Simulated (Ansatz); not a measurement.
Worked example: C2H4O2 + Si3H7O → C2H3O2 + Si3H8O

Species: C2H4O2 `COC=O`, singlet; Si3H7O `[SiH3]O[SiH][SiH3]`, doublet; C2H3O2 `CO[C]=O`, doublet; Si3H8O `[SiH3]O[SiH2][SiH3]`, singlet. A radical takes H: the energy is the difference in strength between the C–H bond broken and the Si–H bond made.

Shapes, held fixed at every level: PBE0-D4/def2-TZVP. Flexible molecules stand in one conformer, not always the lowest. Programs: Ansatz 0.2.0. Electronic energies: no zero-point or thermal term.

At CCSD(T)/CBS estimate; 1 Eh = 2625.50 kJ/mol:

| species | energy (Eh) |
| --- | --- |
| C2H4O2 | -228.848040 |
| Si3H7O | -946.636423 |
| C2H3O2 | -228.177923 |
| Si3H8O | -947.287992 |

Problem. Work out ΔE of the reaction at this level.

Solution. 
1. Products less reactants: (-228.177923) + (-947.287992) − [(-228.848040) + (-946.636423)] = 0.018548 Eh = +48.7 kJ/mol.

Other levels give +38.4 (HF/def2-TZVPP) to +48.9 kJ/mol (B3LYP-D4/def2-TZVPP). No measured value is set beside it here. Open shells run unrestricted unless RO is named. The CBS estimate extrapolates MP2 from def2-TZVPP and def2-QZVPP and adds CCSD(T) − MP2 in the triple-zeta set, cores frozen.
